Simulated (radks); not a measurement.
The numbers below are computed, except where a source is named.
Orbital eigenvalues (eV) of the gallium ion Ga3+, [Ar] 3d10, at several levels of relativity; Dirac values are averaged over j with weights 2j + 1. Spin-unpolarised spherical Kohn-Sham, PBEsol, point nucleus unless stated (finite: rms radius 3.9973 fm), a radial shooting solver on a logarithmic mesh with Libxc functionals. A level marked "c x" has the speed of light scaled by that factor and shares open shells by 2j + 1; other Dirac levels either fill j = l - 1/2 first or share by 2j + 1.

1s: non-rel. -10117; scalar-rel. -10255; scalar-rel., finite nucleus -10255; Dirac, c x 1.25 -10203; change of magnitude, last against first (%) +0.85
2s: non-rel. -1264.2; scalar-rel. -1294.6; scalar-rel., finite nucleus -1294.6; Dirac, c x 1.25 -1283.1; change of magnitude, last against first (%) +1.50
2p: non-rel. -1124.2; scalar-rel. -1131.7; scalar-rel., finite nucleus -1131.7; Dirac, c x 1.25 -1128.7; change of magnitude, last against first (%) +0.41
3s: non-rel. -176.31; scalar-rel. -181.39; scalar-rel., finite nucleus -181.39; Dirac, c x 1.25 -179.49; change of magnitude, last against first (%) +1.80
3p: non-rel. -130.90; scalar-rel. -132.29; scalar-rel., finite nucleus -132.29; Dirac, c x 1.25 -131.78; change of magnitude, last against first (%) +0.67
3d: non-rel. -52.825; scalar-rel. -52.458; scalar-rel., finite nucleus -52.458; Dirac, c x 1.25 -52.585; change of magnitude, last against first (%) -0.45
